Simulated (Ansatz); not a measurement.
One geometry of AlGeH$_{8}$NSi, several functionals.

```yaml
crystal:
  periodic: [false, false, false]
  atoms:
    - {symbol: N, position_ang: [-1.062936, 0.359432, -0.672876]}
    - {symbol: Si, position_ang: [0.018827, 1.300179, 0.486977]}
    - {symbol: Ge, position_ang: [1.645938, -0.438258, 0.628465]}
    - {symbol: Al, position_ang: [-0.347422, -1.553582, -0.430845]}
    - {symbol: H, position_ang: [-0.918490, 0.635743, -1.639974]}
    - {symbol: H, position_ang: [-2.056028, 0.459926, -0.488314]}
    - {symbol: H, position_ang: [0.224374, 2.642252, -0.128944]}
    - {symbol: H, position_ang: [-0.851276, 1.471689, 1.681442]}
    - {symbol: H, position_ang: [2.098366, -0.589846, 2.091004]}
    - {symbol: H, position_ang: [2.878822, -0.012653, -0.194126]}
    - {symbol: H, position_ang: [-0.195763, -2.121081, -1.912854]}
    - {symbol: H, position_ang: [-1.357411, -2.209001, 0.613846]}
basis:
  gaussian: {orbitals: def2-TZVPP}
hamiltonian: {xc: {name: r2SCANh}, dispersion: d4}
output: {orbitals: {seedname: orbitals}}
```

```sh
$ ansatz run in.yaml --threads 4 --pin off --events-out ev --progress --plain --max-ram 10444MiB
```

It prints (some lines left out):

```
Functional definition: r2SCANh
1561 factors; their error is unknown
mean field evaluation 1: about -72606.7887 eV, gradient 5.6e1 eV
mean field evaluation 2: about -72598.8795 eV, gradient 7.9e1 eV
mean field evaluation 4: about -72612.4913 eV, gradient 2.1e0 eV
mean field evaluation 8: about -72612.5076 eV, gradient 3.8e-2 eV
mean field evaluation 16: about -72612.6051 eV, gradient 5.4e-5 eV
mean field -72612.60514408 eV, -2668.4640204535 hartree, gradient 5.4e-5 eV, S^2 0.000000; 0 other end points of the search recorded, 0 dependent functions left out
reference -72612.60515876 eV, -2668.4640209928 hartree; 37, 37 occupied and 238, 238 virtual orbitals, 1561 factors
Total energy: -72612.68416460 eV, -2668.4669244038 hartree
```

Run time 6 s (4 threads of an Arm Neoverse V2 on a shared host); peak host memory 0.91 GiB.

With the line `hamiltonian: {xc: pbe0, dispersion: d4}` (abridged; 3.4 s):

```
Functional definition: PBE0
mean field -72600.11705334 eV, -2668.0050915834 hartree, gradient 4.0e-5 eV, S^2 0.000000
Total energy: -72600.38040475 eV, -2668.0147695691 hartree
```

With the line `hamiltonian: {xc: {name: CAM-B3LYP}, dispersion: d4}` (abridged; 4.1 s):

```
Functional definition: CAM-B3LYP
mean field evaluation 16: about -72618.3111 eV, gradient 4.9e-5 eV
mean field -72618.31109940 eV, -2668.6737104438 hartree, gradient 4.9e-5 eV, S^2 0.000000
Total energy: -72618.58398967 eV, -2668.6837389762 hartree
```

Changing it to `hamiltonian: {xc: hse06, dispersion: d4}` (abridged; 3.9 s):

```
Functional definition: HSE06
mean field evaluation 16: about -72599.6826 eV, gradient 4.3e-5 eV
mean field -72599.68257873 eV, -2667.9891249361 hartree, gradient 4.3e-5 eV, S^2 0.000000
Total energy: -72599.93163142 eV, -2667.9982774536 hartree
```

Changing it to `hamiltonian: {xc: {name: wB97X-V}}` (abridged; 8.5 s):

```
Functional definition: wB97X-V
mean field evaluation 16: about -72607.6182 eV, gradient 1.7e-5 eV
mean field -72607.61821792 eV, -2668.2807542972 hartree, gradient 1.7e-5 eV, S^2 0.000000
Total energy: -72607.61821530 eV, -2668.2807542009 hartree
```

With the line `hamiltonian: {xc: {name: r2SCAN0}, dispersion: d4}` (abridged; 6 s):

```
Functional definition: r2SCAN0
mean field evaluation 16: about -72612.0851 eV, gradient 4.4e-5 eV
mean field -72612.08509210 eV, -2668.4449088957 hartree, gradient 4.4e-5 eV, S^2 0.000000
Total energy: -72612.17322801 eV, -2668.4481478307 hartree
```

HSE06 is the plane-wave form, built on full-range PBE exchange.
